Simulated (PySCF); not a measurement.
Cartesian coordinates (Å):
```xyz
9

Zn     0.0000     0.0000     0.0000
C      1.8529    -0.4903     0.3426
H      2.1074    -0.3889     1.4186
H      2.5552     0.1536    -0.2274
H      2.0550    -1.5424     0.0508
C     -1.8529     0.4904    -0.3426
H     -2.0411     1.5581    -0.1033
H     -2.5531    -0.1161     0.2696
H     -2.1234     0.3357    -1.4083
```
Charge 0, spin multiplicity 1.

### Question
Predict the charge on the central atom (Mulliken), HOMO, LUMO, total energy and dipole moment from TPSSh-D3(BJ)/def2-TZVP // PBE-D3(BJ)/def2-SVP in PySCF 2.14.0.

### Answer

- charge on the central atom (Mulliken) = 0.36 e
- HOMO = -6.51 eV
- LUMO = -0.09 eV
- total energy = -1859.2471 Ha
- dipole moment = 0.00 D
